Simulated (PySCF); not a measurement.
Telling isomers of C₅H₄F₂ apart by NMR

[PySCF 2.14.0 with density-fitted response routines: geometry from GFN2-xTB; J couplings at B3LYP/pcJ-1 (spin–dipole term left out of most H,H and C,H couplings); PBE0/pcSseg-1 with gauge-including orbitals; non-relativistic; a single conformation; equivalent nuclei averaged; isolated molecule]

δ = σ(ref) − σ, references computed at the same level: TMS for ¹H and ¹³C. Multiplet labels drop J under 1 Hz and among equivalent protons, and merge close values. Unscaled 3J(H,H) run several per cent high. One-bond C–F couplings are unscaled and too large by tens of Hz. Shifts are as computed. Against solution values, carbons near 30 ppm lie about +3 ppm off and those near 130 ppm about +5 ppm. Of 1309 compounds with measured shifts, 239 miss one by over three times the rms of a fit or turn the order of signals round; such compounds aren't used in these exercises.

(1) Tabulate the signals of `C/C(F)=C1C=C\1F`, `CC#C/C(F)=C\F` and their relative energies.

(2) What is the quickest way to tell C/C(F)=C1C=C\1F from CC#C/C(F)=C\F?

Results:

(1) 
| SMILES | carbon types | δC | δH | E rel. (kcal/mol) |
| --- | --- | --- | --- | --- |
| C/C(F)=C1C=C\1F | 3×C 1×CH 1×CH3 | 166.2, 135.1, 106.3, 93.5, 19.0 | 5.74 (dd, 1H), 2.12 (d, 3H) | 23.7 |
| CC#C/C(F)=C\F | 3×C 1×CH 1×CH3 | 159.8, 147.8, 112.2, 73.0, 5.8 | 7.82 (dq, 1H), 2.35 (ddd, 3H) | 0.0 |

Energies are electronic energies at PBE0/pcSseg-1 on these geometries, without zero-point or thermal terms, each for the one conformer computed, which needn't be the lowest.

(2) Both give the same number of carbon signals, with the same numbers of each carbon type, so the positions decide. The first has an alkene CH at 93.5 ppm, the second an alkene CH at 159.8 ppm. Their most deshielded carbons lie at 166.2 and 159.8 ppm. In the proton spectra the most deshielded non-exchanging signals are 5.74 (dd, J = 5.9, 2.1 Hz, 1H) and 7.82 (dq, J = 82.2, 1.1 Hz, 1H).
